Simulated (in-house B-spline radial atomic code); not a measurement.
Results of a calculation; reference values are marked as such.
Making a Troullier-Martins s channel for Cu, r_c = 3.26 bohr

Cu, [Ar] 3d10 4s1, non-relativistic PBE, spherical and spin-unpolarised, from a B-spline radial code for spherical atoms (atomic units). The all-electron 4s level is ε = -0.163112 hartree, its outermost node lies just inside 0.91 bohr and its outer maximum at 2.33 bohr.

Inside r_c the pseudo-orbital is u(r) = r^1 exp(p(r)), with p = c0 + c2 r² + c4 r⁴ + … + c12 r¹². The seven coefficients follow from p and its first four derivatives at r_c, from zero curvature of the screened potential at the origin, c4 = −c2²/(2l + 5), and from the norm inside r_c. At r_c the all-electron orbital has P = 0.5232515, P' = -0.150141, the screened potential V = -0.2089425, V' = 0.1341107, V'' = -0.1216358, and the norm inside is Q = 0.6499365.

What are p, p' and p'' at r_c?

p = ln(P/r_c^1) = ln(0.5232515/3.26) = -1.82942. p' = P'/P − 1/r_c = -0.28694 − 0.30675 = -0.59369. The radial equation gives p'' = 2(V − ε) − 2(1) p'/r_c − p'² = -0.09166 − (-0.36423) − 0.35246 = -0.07990. Differentiating, p''' = 2V' + 2(1)p'/r_c² − 2(1)p''/r_c − 2p'p'' = 0.11064, and p'''' = 2V'' − 4(1)p'/r_c³ + 4(1)p''/r_c² − 2(1)p'''/r_c − 2p''² − 2p'p''' = -0.15407.

For a trial c2 the five matching conditions are linear in c0, c6, c8, c10 and c12, and c2 is varied until the norm inside r_c equals Q. The root nearest zero gives:

| n | c_n |
| --- | --- |
| 0 | -1.26784 |
| 2 | 0.03766529 |
| 4 | -0.0002837349 |
| 6 | -0.004080551 |
| 8 | 0.0005827642 |
| 10 | -3.281775e-05 |
| 12 | 6.824414e-07 |

Check c4 and p(r_c), and find the screened pseudopotential at the origin.

−c2²/5 = -0.000283735, as listed. The terms c_n r_c^n are -1.26784, 0.40029, -0.03205, -4.89806, 7.43419, -4.44923, 0.98328, which sum to -1.82942. Inverting the radial equation, V_l(r) = ε + 1 p'/r + (p'' + p'²)/2, so V_l(0) = ε + (2l + 3) c2 = -0.163112 + 3 × (0.0376653) = -0.0501 hartree, finite where the all-electron potential diverges.

Orbitals and screened potentials:

```
r (bohr)         P        u  V all-electron  V pseudo
   0.326  -0.06996  0.09212          -35.23  -0.05106
   0.815  -0.08254   0.2349          -5.281   -0.0826
   1.304    0.3396   0.3849          -1.631   -0.2134
   1.793    0.5558   0.5222         -0.7533   -0.4168
   2.282    0.6135    0.598         -0.4398   -0.4939
   2.771    0.5874   0.5864         -0.2928   -0.3436
    3.26    0.5233   0.5233         -0.2089   -0.2089
```

Logarithmic derivatives P'/P at R = 3.56 bohr, for energies E around ε:

```json
{"E − ε (hartree)": "-0.5", "all-electron": "0.898194", "pseudo": "0.890925"}
{"E − ε (hartree)": "-0.25", "all-electron": "0.518588", "pseudo": "0.512433"}
{"E − ε (hartree)": "-0.1", "all-electron": "0.132033", "pseudo": "0.129321"}
{"E − ε (hartree)": "0", "all-electron": "-0.332392", "pseudo": "-0.332392"}
{"E − ε (hartree)": "0.1", "all-electron": "-1.42559", "pseudo": "-1.45364"}
{"E − ε (hartree)": "0.25", "all-electron": "10.4215", "pseudo": "7.27342"}
{"E − ε (hartree)": "0.5", "all-electron": "1.37352", "pseudo": "1.09317"}
```

With P(R) = 0.4766797 and a norm of 0.7250423 inside R, what slope in energy does norm conservation fix?

d(P'/P)/dE = −2 × (norm inside R)/P(R)² = -6.3818 per hartree·bohr at E = ε, for both atoms, since orbital and norm agree at R. Differences over ±0.1 hartree give -7.7881 (all-electron) and -7.9148 (pseudo), which also hold third-order terms. Half a hartree below ε the two curves differ by -0.0073.
